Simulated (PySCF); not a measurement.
# Polarisability and C₆ of Dy⁵⁰⁺ (dysprosium, charge +50)

[Ne] 3s2 3p4, high-spin 3P determinant. Computed with PySCF 2.14 in an even-tempered Gaussian basis (17 s from 11 bohr⁻², ratio 2.5; 12 p from 14 bohr⁻², ratio 2.5; 4 d from 60 bohr⁻², ratio 2.7; 4 f from 90 bohr⁻², ratio 2.7), with the spin-free X2C one-electron Hamiltonian (Gaussian nucleus). Coupled (time-dependent) response in atomic units; α is the mean over directions.

```json
{"method": "UHF", "mean α (bohr³)": "0.003106", "α xx, yy, zz": "0.003805, 0.001707, 0.003805", "C₆ (like pair)": "0.0001410", "S(−4)": "1.425e-05"}
{"method": "PBE0", "mean α (bohr³)": "0.003092", "α xx, yy, zz": "0.003775, 0.001724, 0.003775", "C₆ (like pair)": "0.0001399", "S(−4)": "1.430e-05"}
```

S(−4) is the Cauchy moment in α(ω) = α(0) + S(−4) ω² + …

Spin-orbit coupling is absent.

α(iu) at PBE0:

| u (hartree) | α(iu) (bohr³) |
| --- | --- |
| 0 | 0.003091 |
| 2.00 | 0.003036 |
| 4.00 | 0.002885 |
| 8.00 | 0.002449 |
| 12.0 | 0.002017 |
| 16.0 | 0.001663 |
| 20.0 | 0.001387 |
| 30.0 | 0.0009413 |
| 40.0 | 0.0006979 |
| 60.0 | 0.0004608 |
| 100 | 0.0002850 |

For an ion, C₆ is the dispersion term alone; charge-induced terms of lower order in 1/R come first.

The components differ because the open shell of this determinant is not spherical; for a pure term their mean is the scalar polarisability.

Spin-orbit coupling is strong in this species (close to jj coupling), so the high-spin LS determinant is a model state, not a physical level.
